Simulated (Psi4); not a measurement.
silole (C$_{4}$H$_{6}$Si), singlet, geometry from GFN2-xTB. Base run: HF/STO-3G in Psi4.

Psi4 was given this input:
```
memory 2 GB

molecule {
0 1
  C    -1.20638586    0.78574789   -0.41109095
  C     0.02710569    1.29088450   -0.29376265
  Si    1.21355663   -0.07286224    0.24738050
  C    -0.23813991   -1.27821395    0.25074385
  C    -1.35277056   -0.63209551   -0.11058672
  H    -2.07420278    1.35899959   -0.70866783
  H     0.24603893    2.32689193   -0.49207049
  H     1.78955600    0.14895981    1.57457124
  H     2.23200545   -0.39041535   -0.75478595
  H    -0.23451069   -2.32758409    0.49442049
  H    -2.32753594   -1.09471811   -0.18861565
}

set basis sto-3g

energy('scf')
print_variables()
```

Each row names what was changed in the base input (with any setting that the change needs).

```tsv
change	ΔE vs base (mEh)	SCF cycles	basis functions
base	0.000	7	35
scf_type = disk_df	0.000	7	35
guess = core	0.000	10	35
df_basis_scf = cc-pvqz-jkfit	0.677	7	35
scf_initial_accelerator = none	0.000	7	35
diis_max_vecs = 15	0.000	7	35
scf_type = dfdirj+cosx	___	8	35
cholesky_tolerance = 1e-3 (with scf_type cd)	___	7	35
puream = false	0.061	7	35
damping_percentage = 20	0.000	10	35
cholesky_tolerance = 1e-6 (with scf_type cd)	0.761	7	35
diis_max_vecs = 3	0.000	7	35
puream = true	0.000	7	35
```

**Question.** Complete the blanks.

**Answer.** 
- scf_type = dfdirj+cosx, ΔE vs base (mEh): -1.412
- cholesky_tolerance = 1e-3 (with scf_type cd), ΔE vs base (mEh): 12.868
